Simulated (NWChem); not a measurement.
System: CCl2FNOSi; SMILES F[Si](N=C=O)(Cl)Cl

Input file for NWChem:

```
start job
memory heap 200 mb stack 900 mb global 1100 mb
geometry units angstroms noautoz
  O     -0.001889     3.598465     0.195099
  C     -0.001623     2.449233     0.026827
  N     -0.001359     1.262357    -0.155136
  Si    -0.000021    -0.416681    -0.281223
  F     -0.000505    -0.813812    -1.833523
  Cl    -1.666734    -1.196063     0.573406
  Cl     1.668869    -1.193317     0.571668
end
basis spherical
  * library 6-31g*
end
dft
  xc m06-2x
  iterations 150
  mulliken
end
task dft energy
```

Structure relaxed at the PBE0/def2-SVP level.

Question: Give the results of this calculation. (M06-2X/6-31G* (spherical d).) Quantities: energy (Ha); highest occupied level (eV); orbital gap (eV); dipole (D).

Answer: 
```yaml
energy (Ha): -1477.82
highest occupied level (eV): -10.73
orbital gap (eV): 11.38
dipole (D): 0.29
```
